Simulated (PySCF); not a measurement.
Cl3OSi, SMILES [O][Si](Cl)(Cl)Cl, doublet (PBE0/def2-SVP optimised geometry):

```
5

O      1.210    -0.944     0.000
Si    -0.455    -0.944     0.000
Cl    -0.849    -1.908    -1.747
Cl    -1.210     0.944     0.000
Cl    -1.207    -1.949     1.599
```

Method: PySCF 2.14.0 with unrestricted PBE0/def2-TZVP.

### Question
What are the frontier orbital energies (α orbitals alone; a β orbital can be the lowest empty one) and the dipole moment?

### Answer
HOMO-2 -10.06 eV, HOMO-1 -9.81 eV, HOMO -9.69 eV, LUMO -0.53 eV, LUMO+1 0.50 eV; dipole moment 0.89 D.

On the same geometry unrestricted PBE/def2-TZVP in PySCF gives HOMO-2 -8.66 eV, HOMO-1 -8.33 eV, HOMO -8.08 eV, LUMO -1.59 eV, LUMO+1 -0.38 eV; dipole moment 1.31 D.

Meta-Löwdin charges at PBE0/def2-TZVP: O1 -0.43, Si2 1.13, Cl3 -0.22, Cl4 -0.24, Cl5 -0.24.
